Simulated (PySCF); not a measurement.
**Interval between two levels of Sn(3+) by level of theory**

Sn(3+) [Kr] 4d10 5s1 [2S1/2, M_J = 1/2] → Sn(3+) [Kr] 4d9 5s1 5p1 [4F9/2, M_J = 9/2], as a difference of total energies. Calculation: PySCF 2.14, in x2c-TZVPall-2c with one added diffuse shell each of s, p, d, f type (9s10p6d3f, 90 functions); the two-component X2C-1e Hamiltonian. Correlated levels: [Ar] 3d10 frozen; the 6 highest virtual spinors dropped. "Screened" scales the spin-orbit matrix elements by Boettger's factors to mimic the two-electron term; Breit and QED terms are absent.

| method | interval between two levels (cm⁻¹) |
| --- | --- |
| GHF (spin-free) | 227700 |
| GMP2 (spin-free) | 233440 |
| GHF (screened spin-orbit) | 226500 |
| GMP2 (screened spin-orbit) | 232230 |

The labels give the starting determinants; with spin-orbit coupling the two ends relaxed to ⟨J²⟩ = 0.75, ⟨L²⟩ = 0.02, ⟨S²⟩ = 0.77 and ⟨J²⟩ = 24.76, ⟨L²⟩ = 12.03, ⟨S²⟩ = 3.77.
